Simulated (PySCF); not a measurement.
Compound: C₃H₆N₂SSi.
Cartesian coordinates in Å at the PBE0-D3(BJ)/def2-SVP level; atoms count from 1:
```xyz
13
C3H6N2SSi angstrom
Si     2.1605    0.8393    0.1458
N      0.9133   -0.3053   -0.2888
C     -0.4478   -0.1801   -0.0724
C     -1.0584    0.9511    0.5647
N     -2.3611    0.9259    0.7000
S     -2.9574   -0.4756    0.0641
C     -1.4304   -1.0860   -0.4163
H      2.1978    1.0846    1.6198
H      3.4349    0.2143   -0.3075
H      1.9608    2.1586   -0.5282
H      1.1927   -1.1616   -0.7497
H     -0.5087    1.8218    0.9391
H     -1.3099   -2.0483   -0.9126
```

Method: core-valence-separated Tamm–Dancoff BHandHLYP/aug-pcX-1 (pcseg-1 on H, def2-SVPD on Si, def2-SVPD on S) in PySCF, non-relativistic, gas phase, PBE0-D3(BJ)/def2-SVP geometry. The energies are unshifted.

Question: List the nitrogen K-edge absorption lines.

Answer: 
```csv
E (eV),f,core hole on,main final orbital
396.88,0.0569,N5,LUMO (82 %)
399.46,0.0423,N5,LUMO+4 (34 %)
399.66,0.0107,N2,LUMO+1 (72 %)
400.27,0.0043,N2,LUMO (90 %)
400.78,0.0261,N2,spread
401.55,0.0183,N2,"LUMO+8/LUMO+9 (2 roots, f summed)"
401.86,0.0005,N5,LUMO+1 (58 %)
401.95,0.0056,N5,spread
402.00,0.0003,N2,LUMO+3 (42 %)
402.04,0.0071,N2,LUMO+13 (40 %)
```

The first line with a tenth or more of the strongest one's intensity is at 396.88 eV (f = 0.057), with the hole on N5 (pyridine-type nitrogen). It is also the strongest listed.

Question: List the carbon K-edge absorption lines.

Answer: 
| E (eV) | f | core hole on | main final orbital | polarisation |
| --- | --- | --- | --- | --- |
| 283.45 | 0.0483 | C7 | LUMO (80 %) | normal to the local trigonal plane |
| 283.55 | 0.0599 | C4 | LUMO (68 %) | normal to the local trigonal plane |
| 284.66 | 0.0609 | C3 | LUMO (49 %) | normal to the local trigonal plane |
| 286.09 | 0.0200 | C7 | LUMO+1 (32 %) | in the local trigonal plane |
| 286.39 | 0.0266 | C7 | spread | in the local trigonal plane |
| 286.69 | 0.0162 | C3 | LUMO (47 %) | normal to the local trigonal plane |
| 287.00 | 0.0178 | C4 | LUMO+4 (37 %) | in the local trigonal plane |
| 287.16 | 0.0048 | C7 | LUMO+2 (43 %) | in the local trigonal plane |
| 287.24 | 0.0112 | C4 | LUMO+13 (30 %) | normal to the local trigonal plane |
| 287.40 | 0.0033 | C3 | LUMO+1 (85 %) | in the local trigonal plane |
| 287.49 | 0.0073 | C4 | LUMO+3 (45 %) | in the local trigonal plane |
| 287.58 | 0.0003 | C7 | LUMO+6 (62 %) | – |
| 287.68 | 0.0032 | C4 | LUMO+1 (62 %) | in the local trigonal plane |
| 287.86 | 0.0080 | C7 | LUMO+7 (30 %) | in the local trigonal plane |
| 287.99 | 0.0104 | C3 | LUMO+4 (40 %) | in the local trigonal plane |

The first line with a tenth or more of the strongest one's intensity is at 283.45 eV (f = 0.048), with the hole on C7 (aromatic CH next to a ring sulfur), polarised normal to the local trigonal plane: a 1s→π* resonance. The strongest listed is at 284.66 eV (f = 0.061; C3, 1s→π*).

Roots within 0.03 eV whose holes lie on the same, on equivalent or on shared atoms are summed into one line, and the highest roots are left out, as the search may have cut off their partners. Final orbitals are the ground state's empty Kohn–Sham orbitals. A dash: too weak, shared between unlike atoms, or no plane or axis to refer to.

Question: What length of transition dipole belongs to the line at 399.46 eV?

Answer: From f = (2/3) ΔE |μ|² in atomic units, with ΔE = 14.680 Eh and f = 0.0423: |μ| = 0.066 au = 0.17 D.

Only the lowest roots of each edge were sought.

One conformer stands for the species.
